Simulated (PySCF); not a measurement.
Electronic structure of Ca (calcium, neutral) at the LDA level

Configuration: [Ar] 4s1 5s1, high-spin 3S determinant (an excited configuration). Computed with PySCF 2.14 in aug-cc-pwCVTZ-X2C with one added diffuse shell each of s, p, d, f type (10s9p7d4f, 100 functions), with the spin-free X2C one-electron Hamiltonian (Gaussian nucleus).

| Property | Result |
| --- | --- |
| Total energy | -678.455 hartree |
| One-electron energy | -927.917 hartree |
| Hartree (Coulomb) energy | 283.741 hartree |
| Exchange-correlation energy | -34.280 hartree |
| ⟨S²⟩ | 2.0001 |
| ⟨L²⟩ | 0.000 |
| Sum of ⟨r⟩ | 25.87 bohr |
| Sum of ⟨r²⟩ | 130.1 bohr² |
| Langevin diamagnetic susceptibility | -103 ×10⁻⁶ cm³/mol |

```tsv
shell	electrons	mean orbital energy (eV)	rms radius, mean of both spins (bohr)
1s α	1	-3939.7	0.0890
1s β	1	-3939.7	0.0890
2s α	1	-416.84	0.398
2s β	1	-416.79	0.398
2p α	3	-338.42	0.365
2p β	3	-338.38	0.365
3s α	1	-50.530	1.24
3s β	1	-50.424	1.24
3p α	3	-31.674	1.38
3p β	3	-31.532	1.38
4s α	1	-6.455	3.88
5s α	1	-1.417	9.97
```

The outer electron is Rydberg-like, and this basis confines it to a smaller radius and binds it less than a complete one would.

Densities and radii are taken from the X2C orbitals without a picture-change correction, which distorts them close to the nucleus.
